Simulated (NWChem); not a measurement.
System: BH₃O; SMILES BO

NWChem input:

```
start job
memory heap 200 mb stack 900 mb global 1100 mb
geometry units angstroms noautoz
  B      0.017697     0.699258     0.000000
  H      1.049642     1.304151     0.000000
  H     -1.052382     1.246493     0.000000
  O      0.101441    -0.645704     0.000000
  H     -0.754031    -1.082859     0.000000
end
basis spherical
  * library aug-cc-pvdz
end
dft
  xc b3lyp
  iterations 150
end
tddft
  nroots 6
  notriplet
end
task tddft energy
```

NWChem printed, in part:

```
             Northwest Computational Chemistry Package (NWChem) 7.3.0
             --------------------------------------------------------

 CS  symmetry detected

                             Geometry "geometry" -> ""
                             -------------------------

 Output coordinates in angstroms (scale by  1.889725989 to convert to a.u.)

  No.       Tag          Charge          X              Y              Z
 ---- ---------------- ---------- -------------- -------------- --------------
    1 B                    5.0000     0.00824950     0.71186122     0.00000000
    2 H                    1.0000     1.03977375     1.31747146     0.00000000
    3 H                    1.0000    -1.06220966     1.25835219     0.00000000
    4 O                    8.0000     0.09292848    -0.63304224     0.00000000
    5 H                    1.0000    -0.76223942    -1.07079184     0.00000000

 Effective nuclear repulsion energy (a.u.)      30.4066644259

      Symmetry information
      --------------------

 Group name             Cs
 Group number              2
 Group order               2
 No. of unique centers     5

                                 NWChem DFT Module
                                 -----------------

 Summary of "ao basis" -> "ao basis" (spherical)
 ------------------------------------------------------------------------------
       Tag                 Description            Shells   Functions and Types
 ---------------- ------------------------------  ------  ---------------------
 B                        aug-cc-pvdz                9       23   4s3p2d
 H                        aug-cc-pvdz                5        9   3s2p
 O                        aug-cc-pvdz                9       23   4s3p2d

      Symmetry analysis of basis
      --------------------------

        a'         53
        a"         20

            General Information
            -------------------
          SCF calculation type: DFT
          Wavefunction type:  closed shell.
          No. of atoms     :     5
          No. of electrons :    16
           Alpha electrons :     8
            Beta electrons :     8
          Charge           :     0
          Spin multiplicity:     1
          Use of symmetry is: off; symmetry adaption is: on
          Maximum number of iterations: 150
          AO basis - number of functions:    73
                     number of shells:    33
          Convergence on energy requested:  1.00D-06
          Convergence on density requested:  1.00D-05
          Convergence on gradient requested:  5.00D-04

[...]

                                NWChem TDDFT Module
                                -------------------

            General Information
            -------------------
           No. of orbitals :     146
            Alpha orbitals :      73
             Beta orbitals :      73
        Alpha frozen cores :       0
         Beta frozen cores :       0
     Alpha frozen virtuals :       0
      Beta frozen virtuals :       0
         Spin multiplicity :       1
    Number of AO functions :      73
        Use of symmetry is : off
      Symmetry adaption is : on
         Schwarz screening :  0.10D-07

              XC Information
              --------------
                  B3LYP Method XC Potential
              Hartree-Fock (Exact) Exchange   0.20
                 Slater Exchange Functional   0.80 local
             Becke 1988 Exchange Functional   0.72 non-local
       Lee-Yang-Parr Correlation Functional   0.81
           VWN I RPA Correlation Functional   0.19 local

             TDDFT Information
             -----------------
          Calculation type : TDDFT
         Wavefunction type : Restricted singlets
          No. of electrons :      16
           Alpha electrons :       8
            Beta electrons :       8
              No. of roots :       6
          Max subspacesize :    5200
            Max iterations :     100
               Target root :       1
           Target symmetry : none
      Symmetry restriction : off
                 Algorithm : Optimal
        Davidson threshold :  0.10D-03

    6 smallest eigenvalue differences (eV)
--------------------------------------------------------
  No. Spin  Occ  Vir  Irrep   E(Occ)    E(Vir)   E(Diff)
--------------------------------------------------------
    1    1    8    9 a"       -0.319    -0.030     7.872
    2    1    8   10 a'       -0.319    -0.016     8.238
    3    1    8   11 a'       -0.319     0.019     9.205
    4    1    8   12 a'       -0.319     0.025     9.366
    5    1    7    9 a'       -0.384    -0.030     9.642
    6    1    8   13 a"       -0.319     0.045     9.917
--------------------------------------------------------

  Entering Davidson iterations
  Restricted singlet excited states

  Iter   NTrls   NConv    DeltaV     DeltaE      Time
  ----  ------  ------  ---------  ---------  ---------
    1      6       0     0.43E+00   0.10+100        5.0
    2     18       0     0.74E-01   0.42E-01        8.2
    3     30       0     0.28E-01   0.27E-02        8.0
    4     42       0     0.59E-01   0.65E-02        6.6
    5     54       0     0.29E-01   0.48E-02        7.2
    6     66       1     0.71E-02   0.74E-03        8.3
    7     76       3     0.24E-02   0.27E-04        7.1
    8     82       4     0.98E-03   0.27E-05        7.0
    9     86       4     0.40E-03   0.44E-06        7.4
   10     90       5     0.15E-03   0.56E-07        7.5
   11     92       6     0.60E-04   0.78E-08        6.3
  ----  ------  ------  ---------  ---------  ---------
  Convergence criterion met

  Ground state a'       -101.926755481062 a.u.

[...]
```

Level: B3LYP/aug-cc-pVDZ, full TDDFT. The geometry was optimised at PBE0-D3(BJ)/def2-TZVP.
